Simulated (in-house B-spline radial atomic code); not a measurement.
A run on neutral arsenic that did not converge. Method: non-relativistic TPSSh, spin-polarised, spherical fractional occupations, point nucleus; computed with an all-electron radial atomic-structure program (B-spline basis).

Command:
```bash
python run_scf.py task.json out
```
Settings:
```
Z                33
configuration    [Ar] 3d10 4s1.625 4p3 4f0.375
hamiltonian      nr
method           tpssh
spin_polarised   True
```

First and last ten iterations of the last attempt (damped for 15 steps, keeping 80 % of the old Fock matrix, then DIIS):
```
 iter        energy (Eh)    residual
    1       -2235.620170    5.02e-02
    2       -2235.623451    1.23e-03
    3       -2235.623474    9.31e-04
    4       -2235.623482    7.14e-04
    5       -2235.623487    5.63e-04
    6       -2235.623491    4.61e-04
    7       -2235.623494    3.78e-04
    8       -2235.623496    3.10e-04
    9       -2235.623498    2.54e-04
   10       -2235.623500    2.08e-04
  111       -2235.623523    8.32e-06
  112       -2235.623523    8.46e-06
  113       -2235.623523    7.61e-06
  114       -2235.623523    7.85e-06
  115       -2235.623510    5.43e-05
  116       -2235.623522    8.53e-06
  117       -2235.623515    4.30e-05
  118       -2235.623522    1.61e-05
  119       -2235.623521    1.54e-05
  120       -2235.623522    9.20e-06
 not converged after 120 iterations
```

The smallest residual met was 5.1e-06; the threshold is about 3e-07. Over the last five steps the energy moves by less than 1e-05 hartree, but the orbitals didn't meet the threshold. Run time, properties included: 4.5 s on 1 thread of Arm Neoverse V2, on a shared host.
